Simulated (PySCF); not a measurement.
C₁₂H₈. Atoms are numbered in the order given.

```xyz
20

C      0.0000    -0.6960     3.1272
C      0.0000     0.6960     3.1272
C      0.0000     1.4474     1.9193
C      0.0000     0.7145     0.7559
C      0.0000    -0.7145     0.7559
C      0.0000    -1.4474     1.9193
C      0.0000    -0.7145    -0.7559
C      0.0000    -1.4474    -1.9193
C      0.0000    -0.6960    -3.1272
C      0.0000     0.6960    -3.1272
C      0.0000     1.4474    -1.9193
C      0.0000     0.7145    -0.7559
H      0.0000    -1.2270     4.0823
H      0.0000     1.2270     4.0823
H      0.0000     2.5393     1.9394
H      0.0000    -2.5393     1.9394
H      0.0000    -2.5393    -1.9394
H      0.0000    -1.2270    -4.0823
H      0.0000     1.2270    -4.0823
H      0.0000     2.5393    -1.9394
```

Geometry optimised at B3LYP-D3(BJ)/def2-SVP.

These are PBE/pcSseg-1 run with PySCF values and carry that method's errors.

GIAO shieldings, no solvent; atoms alike by connectivity are averaged. δ = σ(ref) − σ: ¹³C against TMS (σ = 182.0 ppm); ¹H against TMS (σ = 31.49 ppm), references at their B3LYP-D3(BJ)/def2-TZVP geometries, non-relativistic.

**Question.** Estimate the chemical shifts. (Estimate from the structure and the level; the computed values follow.)

**Answer.** 
| nucleus | atoms | count | δ (ppm) |
|---|---|---|---|
| ¹³C | C4, C5, C7, C12 | 4 | 159.2 |
| ¹³C | C1, C2, C9, C10 | 4 | 134.8 |
| ¹³C | C3, C6, C8, C11 | 4 | 122.4 |
| ¹H | H13, H14, H18, H19 | 4 | 6.96 |
| ¹H | H15, H16, H17, H20 | 4 | 6.79 |
